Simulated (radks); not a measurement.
Question: Numerical settings for neutral carbon, [He] 2s2 2p2. Calculated with a radial shooting solver on a logarithmic mesh with Libxc functionals: scalar-relativistic Kohn-Sham, BLYP, spin-polarised, spherical densities, finite nucleus; open shells are filled with parallel spins first; Fermi nuclear charge, rms radius 2.4702 fm. The defaults (mesh step 0.008 in ln r, mesh end at 40 bohr or more with all orbitals vanishing there, Anderson mixing 0.5 over 9 steps, residual threshold near 1e-9 with the energy settled to 1e-9 hartree or 1e-11 of itself, here a cap of 94 iterations) give E = -37.8597 hartree and 2p at -5.919 eV in 44 iterations. Run on one thread of a shared host, so times are rough (Arm Neoverse N1): 0.26 s of CPU time, 0.26 s wall, 44 iterations on 2208 mesh points. One setting is changed at a time: mesh step in ln r 0.03; mesh step in ln r 0.08; mesh step in ln r 0.003; mesh end (bohr) 1; mesh end (bohr) 5; residual threshold 0.01; residual threshold 1e-13; mixing 2.5; linear mixing, mixing 0.05; linear mixing, mixing 0.2; mixing history 2; iteration cap 3. Which runs fail to converge, and which converge to a wrong energy?

Answer: Not converged within the cap: mesh step in ln r 0.003; residual threshold 1e-13; mixing 2.5; linear mixing, mixing 0.05; linear mixing, mixing 0.2; mixing history 2; iteration cap 3. Settled on a wrong energy, with an occupied level pushed above zero by the early mesh end: mesh end (bohr) 1 (+26.7 hartree). Apart from these: settings that end as converged yet miss the energy by more than 1 mhartree: mesh end (bohr) 5 (+0.0197 hartree).
